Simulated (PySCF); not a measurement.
Ranking problems on computed properties.

All species are isolated and taken at one optimised geometry, non-relativistic unless stated. Electronic properties by PySCF.

Dipoles, sizes and rotational constants follow the conformer. The torsions of the flexible species, by atom-mapped SMILES:
- `[CH3:1][CH:2]([CH3:3])[CH2:4][CH2:5][CH2:6][F:7]`: C1–C2–C4–C5 -61°, C2–C4–C5–C6 -172°, C4–C5–C6–F7 62°
- `[F:1][C:2]([F:3])([F:4])[CH2:5][c:6]1[cH:7][cH:8][o:9][cH:10]1`: F1–C2–C5–C6 59°, C2–C5–C6–C7 66°
- `[CH2:1]=[CH:2][CH2:3][Ge@H:4]1[CH:5]=[CH:6][CH:7]=[C:8]1[F:9]`: C1–C2–C3–Ge4 -100°, C2–C3–Ge4–C5 -40°
- `[CH3:1][O:2][C@@H:3]([F:4])[C:5]([F:6])([F:7])[F:8]`: C1–O2–C3–F4 72°, O2–C3–C5–F6 62°
- `[OH:1][CH2:2][C@@H:3]([F:4])[C:5]([F:6])([F:7])[F:8]`: O1–C2–C3–F4 -61°, C2–C3–C5–F6 53°, H–O1–C2–C3 52°
- `[CH2:1]=[C:2]([CH3:3])[C:4]1=[C:5]([F:6])[CH:7]=[CH:8][GeH2:9]1`: C1–C2–C4–C5 -179°

The conformers of `C/C=C(\CN)CCN` aren't listed.

(1) Rank by dipole moment, highest first (CAM-B3LYP/def2-SVPD at PBE0-D3(BJ)/def2-SVP geometries).
A. `C(C(F)(F)F)c1ccoc1`
B. `CO[C@@H](F)C(F)(F)F`
C. `CC(C)CCCF`
D. `C=C[CH2][Ge@H]1[CH]=CC=[C]1F`

(2) Give the two extremes of that set in atomic units.

(3) Rank by lowest singlet excitation, lowest first (TDDFT CAM-B3LYP/def2-SVPD at PBE0-D3(BJ)/def2-SVP geometries).
A. `C(CF)CC(C)C`
B. `CO[C@@H](F)C(F)(F)F`
C. `C=C(C)[C]1=C(F)C=[CH][GeH2]1`
D. `C/C=C(\CN)CCN`
E. `C=C[CH2][Ge@H]1[CH]=CC=[C]1F`
F. `OC[C@@H](F)C(F)(F)F`

(4) Give the two extremes of that set as wavelengths.

(5) Rank by static isotropic polarisability, lowest first (CAM-B3LYP/def2-SVPD at PBE0-D3(BJ)/def2-SVP geometries).
A. `CO[C@@H](F)C(F)(F)F`
B. `C/C=C(\CN)CCN`
C. `CC(C)CCCF`
D. `C=C(C)[C]1=C(F)C=[CH][GeH2]1`
E. `FC(F)(F)Cc1ccoc1`
F. `C=C[CH2][Ge@H]1[CH]=CC=[C]1F`

(6) Give the two extremes of that set as polarisability volumes in Å³.

(7) Rank by HOMO energy, lowest first (CAM-B3LYP/def2-SVPD at PBE0-D3(BJ)/def2-SVP geometries).
A. `FC(F)(F)Cc1ccoc1`
B. `OC[C@@H](F)C(F)(F)F`
C. `C=C(C)[C]1=C(F)C=[CH][GeH2]1`
D. `C/C=C(\CN)CCN`
E. `CC(C)CCCF`
F. `CO[C@@H](F)C(F)(F)F`

(8) Give the two extremes of that set in hartree.

(9) Rank by electronic spatial extent ⟨r²⟩ about the centre of nuclear charge, highest first (CAM-B3LYP/def2-SVPD at PBE0-D3(BJ)/def2-SVP geometries).
A. `CC(C)CCCF`
B. `C=C[CH2][Ge@H]1[CH]=CC=[C]1F`
C. `FC(F)(F)[C@H](F)OC`
D. `OC[C@@H](F)C(F)(F)F`
E. `CC(=C)[C]1[GeH2][CH]=CC=1F`

(10) Rank by HOMO–LUMO gap, lowest first (CAM-B3LYP/def2-SVPD at PBE0-D3(BJ)/def2-SVP geometries).
A. `OC[C@@H](F)C(F)(F)F`
B. `CO[C@@H](F)C(F)(F)F`
C. `C/C=C(\CN)CCN`
D. `FC(F)(F)Cc1ccoc1`
E. `C=C[CH2][Ge@H]1[CH]=CC=[C]1F`
F. `C=C(C)[C]1=C(F)C=[CH][GeH2]1`

(11) Give the two extremes of that set in kcal/mol.

## Answers

(1) B (3.22 D), A (1.99 D), C (1.80 D), D (1.56 D).

(2) `C=C[CH2][Ge@H]1[CH]=CC=[C]1F`: 0.61 au; `CO[C@@H](F)C(F)(F)F`: 1.27 au.

(3) C (4.03 eV), E (4.38 eV), D (6.05 eV), F (7.60 eV), B (8.53 eV), A (8.85 eV).

(4) `C=C(C)[C]1=C(F)C=[CH][GeH2]1`: 307 nm; `CC(C)CCCF`: 140 nm.

(5) A (46.4 au), E (72.2 au), C (76.0 au), B (92.7 au), F (108.4 au), D (114.8 au).

(6) `CO[C@@H](F)C(F)(F)F`: 6.87 Å³; `C=C(C)[C]1=C(F)C=[CH][GeH2]1`: 17.01 Å³.

(7) F (-10.66 eV), E (-10.32 eV), B (-10.18 eV), A (-8.27 eV), D (-7.87 eV), C (-7.43 eV).

(8) `CO[C@@H](F)C(F)(F)F`: -0.392 Eh; `C=C(C)[C]1=C(F)C=[CH][GeH2]1`: -0.273 Eh.

(9) E (1661 bohr²), B (1495 bohr²), A (1187 bohr²), C (904 bohr²), D (835 bohr²).

(10) F (6.70 eV), E (7.50 eV), C (8.98 eV), D (9.26 eV), A (11.13 eV), B (11.76 eV).

(11) `C=C(C)[C]1=C(F)C=[CH][GeH2]1`: 155 kcal/mol; `CO[C@@H](F)C(F)(F)F`: 271 kcal/mol.
